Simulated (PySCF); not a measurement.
A calculated (LDA, PySCF 2.14, x2c-SVPall, scalar relativity by spin-free X2C-1e) atom or ion has these occupied shells.

```tsv
shell	electrons	orbital energy (eV)	rms radius, mean of both spins (bohr)
1s α	1	-398.31	0.268
1s β	1	-396.90	0.268
2s α	1	-33.070	1.40
2s β	1	-29.693	1.40
2p α	2	-22.131	1.41
```

Problem. Name the element and its charge.

Solution. N⁺ (nitrogen, charge +1), in [He] 2s2 2p2, high-spin 3P determinant.
